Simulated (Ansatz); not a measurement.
One change: `C=CO[SiH2]C` becomes `C=C[Se][SiH2]C`.

Ansatz, PBE0-D4/def2-TZVP geometries, multiplicity 1. Each molecule was computed in one conformer, which needn't be the lowest.

Scalar relativity is left out up to krypton.

| property | `C=CO[SiH2]C` |
| --- | --- |
| LUMO energy (ωB97M-V/def2-TZVPP) / eV | 2.17 |
| HOMO–LUMO gap (PBE/def2-TZVPP) / eV | 5.18 |
| HOMO energy (ωB97M-V/def2-TZVPP) / eV | -9.20 |
| HOMO–LUMO gap (ωB97M-V/def2-TZVPP) / eV | 11.37 |
| LUMO energy (B3LYP/def2-TZVPP) / eV | 0.16 |
| HOMO energy (PBE/def2-TZVPP) / eV | -5.74 |

(1) Give the same properties after the change, and the shifts. (Estimate.)

## Answers

(1) The calculation gave: 
```csv
property,`C=C[Se][SiH2]C`,shift
LUMO energy (ωB97M-V/def2-TZVPP) / eV,1.64,-0.53
HOMO–LUMO gap (PBE/def2-TZVPP) / eV,4.32,-0.86
HOMO energy (ωB97M-V/def2-TZVPP) / eV,-8.42,0.78
HOMO–LUMO gap (ωB97M-V/def2-TZVPP) / eV,10.06,-1.31
LUMO energy (B3LYP/def2-TZVPP) / eV,-0.30,-0.46
HOMO energy (PBE/def2-TZVPP) / eV,-5.31,0.43
```

With PBE0 the HOMO rises by 0.58 eV and the LUMO falls by 0.51 eV, so the gap narrows by about 1.09 eV. PBE moves the HOMO by 0.43 eV and ωB97M-V by 0.78 eV.

B3LYP here is the variant with VWN-RPA as its local correlation; programs differ in this.

Spin–orbit coupling is left out; it splits and shifts lone-pair levels of the heavy atoms by tenths of an eV.
